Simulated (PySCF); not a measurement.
CH₆Ge, SMILES [GeH3][CH3]. Atoms are numbered in the order given.

```xyz
8

Ge     0.0000     0.0000    -0.3912
C      0.0000     0.0000     1.5746
H      1.2509    -0.7222    -0.9271
H      0.0000     1.4444    -0.9271
H     -1.2509    -0.7222    -0.9271
H      0.0000    -1.0225     1.9508
H     -0.8855     0.5113     1.9508
H      0.8855     0.5113     1.9508
```
Charge 0, spin multiplicity 1.

The structure is a stationary point at B3LYP-D3(BJ)/def2-TZVP.

Method: PySCF 2.14.0 with TDA-LC-ωPBE/def2-SVPD.

Vertical excitations; the highest root listed may be one member of a degenerate set. Gas-phase values at a fixed geometry. State labels are in the subgroup Cs.

```
state  symmetry  energy (eV)  λ (nm)      f                                                                 main pairs
-----  --------  -----------  ------  -----  -------------------------------------------------------------------------
S1           A'         8.88     140  0.047                                           HOMO→LUMO 74 %, HOMO→LUMO+1 22 %
S2           A"         9.07     137  0.094                 HOMO−1→LUMO, HOMO−1→LUMO+1, HOMO−1→LUMO+4 (degenerate set)
S3           A'         9.07     137  0.094                 HOMO−2→LUMO, HOMO−2→LUMO+1, HOMO−2→LUMO+4 (degenerate set)
S4           A"         9.33     133  0.118                                HOMO−1→LUMO+1, HOMO−1→LUMO (degenerate set)
S5           A'         9.33     133  0.118                                HOMO−2→LUMO+1, HOMO−2→LUMO (degenerate set)
S6           A"         9.51     130  0.000                                     HOMO−1→LUMO+3 46 %, HOMO−2→LUMO+2 46 %
S7           A'         9.63     129  0.566                                           HOMO→LUMO+1 69 %, HOMO→LUMO 19 %
S8           A'         9.68     128  0.009                                               HOMO→LUMO+3 (degenerate set)
S9           A"         9.68     128  0.009                                               HOMO→LUMO+2 (degenerate set)
S10          A'        10.45     119  0.114                                     HOMO−2→LUMO+3 47 %, HOMO−1→LUMO+2 47 %
T1           A"         8.16     152      0                                HOMO−1→LUMO, HOMO−1→LUMO+4 (degenerate set)
T2           A'         8.16     152      0                                HOMO−2→LUMO, HOMO−2→LUMO+4 (degenerate set)
T3           A'         8.22     151      0                                           HOMO→LUMO+1 65 %, HOMO→LUMO 19 %
T4           A'         8.50     146      0  HOMO→LUMO 40 %, HOMO−1→LUMO+2 12 %, HOMO−2→LUMO+3 12 %, HOMO→LUMO+11 10 %
```
Triplets are in the Tamm–Dancoff approximation.
